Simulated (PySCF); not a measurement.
**Bonding in `CCC[P@@]1(=N)C=C1CC`**

C₇H₁₄NP.
Numbering: `[CH3:1][CH2:2][CH2:3][P@@:4]1(=[NH:5])[CH:6]=[C:7]1[CH2:8][CH3:9]` (hydrogens: H10, H11, H12 on C1; H13, H14 on C2; H15, H16 on C3; H17 on N5; H18 on C6; H19, H20 on C8; H21, H22, H23 on C9)

Cartesian coordinates in Å at the GFN2-xTB level; atoms count from 1:
```
atom  x, y, z in Å
C1    -3.2177   -0.8598   -0.8478
C2    -1.8250   -0.2553   -0.7266
C3    -1.7206    0.6671    0.4845
P4    -0.0927    1.4925    0.5218
N5    -0.2923    2.9859    0.1164
C6     1.1019    0.6456    1.5880
C7     1.2706    0.3160    0.2902
C8     2.2195   -0.4629   -0.5345
C9     3.2378   -1.2076    0.3237
H10   -3.9623   -0.0767   -0.9709
H11   -3.4649   -1.4309    0.0450
H12   -3.2719   -1.5245   -1.7070
H13   -1.5875    0.3164   -1.6273
H14   -1.0852   -1.0541   -0.6337
H15   -1.8691    0.1104    1.4125
H16   -2.4471    1.4786    0.4253
H17    0.5462    3.5495    0.0908
H18    1.5946    0.4551    2.5230
H19    2.7300    0.2259   -1.2160
H20    1.6621   -1.1684   -1.1584
H21    3.9223   -1.7723   -0.3048
H22    3.8147   -0.5054    0.9209
H23    2.7321   -1.8982    0.9949
```

Bond orders from the PBE0/pcSseg-1 density (PySCF). Isolated species at its GFN2-xTB geometry (one conformer only). GFN2-xTB frequencies show an imaginary mode (46i cm⁻¹), so this geometry is no minimum at that level.

(1) Where do the orders between heavy atoms depart from those drawn in the SMILES?

(2) Give the Mayer order of every bond between heavy atoms, beside its length.

Answers

(1) The largest departure is 0.435, at C6–C7 (drawn double, 1.565). Drawn single, order below 0.88: P4–C6 (0.857) and C7–P4 (0.804). Drawn double or triple, more than 0.30 short of the drawn order: C6–C7 (1.565).

(2) 
```tsv
bond	drawn as	length (Å)	Mayer order
C1–C2	single	1.523	1.064
C2–C3	single	1.526	1.023
C3–P4	single	1.826	0.952
P4–N5	double	1.560	1.848
P4–C6	single	1.811	0.857
C6–C7	double	1.350	1.565
C7–C8	single	1.479	1.008
C8–C9	single	1.526	1.066
C7–P4	single	1.816	0.804
```

Bonds between the same two heavy elements. C–C: lowest C7–C8 (1.008, 1.479 Å), highest C6–C7 (1.565, 1.350 Å); in 2 of the 10 pairs the longer bond (by over 0.003 Å) has the higher order (by 0.02 or more). C–P: lowest C7–P4 (0.804, 1.816 Å), highest C3–P4 (0.952, 1.826 Å); in 2 of the 3 pairs the longer bond (by over 0.003 Å) has the higher order (by 0.02 or more).

Task: And the bonds to hydrogen?

Result: C–H: 0.93 to 1.00 (13 bonds); H–N: 0.93 (1 bond).

Task: Sum the orders of all bonds at each heavy atom with more than one neighbour and set the sums beside the valence in the SMILES.

Result: C1 3.964 (drawn 4), C2 3.971 (drawn 4), C3 3.839 (drawn 4), P4 4.461 (drawn 5), N5 2.775 (drawn 3), C6 3.419 (drawn 4), C7 3.377 (drawn 4), C8 3.934 (drawn 4), C9 3.961 (drawn 4). Orders between atoms that aren't bonded are not in these sums.

Mayer orders depend on the basis set.
